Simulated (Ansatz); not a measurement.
`C=[CH][Ge]([Cl])([Cl])[Cl]` at its PBE0-D4/def2-TZVP geometry, where that method's forces vanish. The species carries charge 0 and has multiplicity 1.

```xyz
9

C     0.5267    0.1921    1.5410
C     0.0508   -0.5974    0.5892
Ge   -0.3539    0.0561   -1.1679
Cl    0.7880   -0.9559   -2.6601
Cl    0.0666    2.1433   -1.3163
Cl   -2.4100   -0.2404   -1.6573
H     0.7510   -0.1930    2.5312
H     0.7117    1.2485    1.3745
H    -0.1309   -1.6535    0.7657
```

(1) What forces (eV/Å) does PBE-D4/def2-TZVPP give on these atoms in Ansatz? (Estimate.)

## Answers

(1) Computed: 
```
C1   0.121  0.201  0.243
C2  -0.093 -0.214 -0.144
Ge3  0.015 -0.046  0.080
Cl4  0.223 -0.198 -0.274
Cl5  0.082  0.394 -0.019
Cl6 -0.392 -0.061 -0.081
H7   0.050 -0.074  0.212
H8   0.042  0.223 -0.025
H9  -0.048 -0.225  0.008
```
